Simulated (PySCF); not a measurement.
Job for PySCF: R-M06-2X/6-31G* on CH3NO (SMILES NC=O), a point of a torsion scan.

```python
from pyscf import gto, scf, dft, mp
from pyscf.data.elements import chemcore

mol = gto.M(
    atom='''
    N    -0.68429290   -0.04478924   -0.00756672
    C     0.65260659    0.11647593    0.00243366
    O     1.23932931    1.01374432   -0.53975273
    H    -1.13944824   -0.80859004    0.45783506
    H    -1.24955361    0.62755509   -0.50152488
    H     1.16335860   -0.68076161    0.57424320
    ''',
    basis='6-31g*',
    cart=True,
    charge=0, spin=0, verbose=3, max_memory=1800)
mf = dft.RKS(mol, xc='m062x')
mf.conv_tol = 1e-8
mf.max_cycle = 100
mf.kernel()
if not mf.converged:
    mf = mf.newton().run(mf.mo_coeff, mf.mo_occ)
```

Task: Give the final energy of this run.

Result: -169.8113 hartree.
